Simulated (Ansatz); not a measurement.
Species: C2H6OS, SMILES `CSCO` (C–S–C–O torsion -65°, S–C–O–H torsion -54°) (charge 0, multiplicity 1).

**Question.** Give a relaxed geometry from PBE0-D3(BJ)/def2-TZVP (Ansatz, a program for electronic structure).

**Answer.** Several could match; the one computed here: the end point of this relaxation, one of several conformers (outside a Z-matrix the atoms follow the SMILES, hydrogens last).
Bond lengths (Å): C1–S2 1.799, C1–H5 1.089, C1–H6 1.090, C1–H7 1.091, S2–C3 1.802, C3–O4 1.400, C3–H8 1.091, C3–H9 1.097, O4–H10 0.962. Bond angles (°): S2–C1–H5 110.4, S2–C1–H6 107.3, S2–C1–H7 111.0, H5–C1–H6 109.2, H5–C1–H7 110.0, H6–C1–H7 109.0, C1–S2–C3 99.5, S2–C3–O4 114.6, S2–C3–H8 109.7, S2–C3–H9 104.9, O4–C3–H8 106.4, O4–C3–H9 112.5, H8–C3–H9 108.6, C3–O4–H10 107.7.
